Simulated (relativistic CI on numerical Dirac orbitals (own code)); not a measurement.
**Dy⁵⁰⁺: q coefficients and field-shift factors**

Method of calculation: Dirac-Coulomb-Breit CI, KLI orbitals optimised for each configuration, derivatives by finite differences, unscaled Slater integrals, QED left out (own radial code, finite nucleus).

CI space (outside the closed core [Ne]): 3s2 3p4, 3s 3p5, 3s2 3p3 3d, 3p6, 3s 3p4 3d, 3p5 3d, 3p4 3d2, 3p3 3d3. Double excitations out of closed p, d and f shells are left out; levels of such configurations are missing from the list, as are those of other unlisted configurations, and high levels can miss mixing partners.

With x = (α/α₀)² − 1 an excitation energy changes as ω = ω₀ + qx; K = 2q/ω₀ is the relative enhancement. Terms are leading LS components, so labels can repeat. The field-shift factor is F = δν/δ⟨r²⟩ for the transition from the lowest level.

Lowest level 3s2 3p4 3P_2.

| Level | ω₀ (cm⁻¹) | q (cm⁻¹) | F (GHz/fm²) |
| --- | --- | --- | --- |
| 3s2 3p4 1S_0 | 153104 | 9812 | -1.19 |
| 3s2 3p4 3P_1 | 1610772 | 1.916e+06 | -158 |
| 3s2 3p3 3d 3D°_2 | 1640468 | 77410 | 12.4 |
| 3s2 3p4 1D_2 | 1682560 | 1.911e+06 | -158 |
| 3s2 3p3 3d 3D°_1 | 1697829 | 98750 | -12.6 |
| 3s2 3p3 3d 3F°_3 | 1701708 | 85910 | 18 |
| 3s2 3p3 3d 3P°_0 | 1702433 | 86090 | 17 |
| 3s2 3p3 3d 3F°_4 | 2045546 | 457600 | 23.5 |
| 3s2 3p3 3d 3D°_2 | 2084719 | 523300 | -84.3 |
| 3s2 3p3 3d 3D°_3 | 2236548 | 482500 | 20 |
| 3s2 3p3 3d 3D°_1 | 2307352 | 501900 | -3.01 |
| 3s 3p5 3P°_2 | 2896646 | 2.08e+06 | -2750 |
| 3s 3p5 1P°_1 | 3034289 | 2.08e+06 | -2120 |

At this charge energies of transitions that change n are usually good to better than 1 %, and those within a shell (Δn = 0) to a few per cent.

Question: Which transition from the lowest level has the largest |K|?

Answer: 3s2 3p4 3P_1 at 1610772 cm⁻¹, K = 2.38.
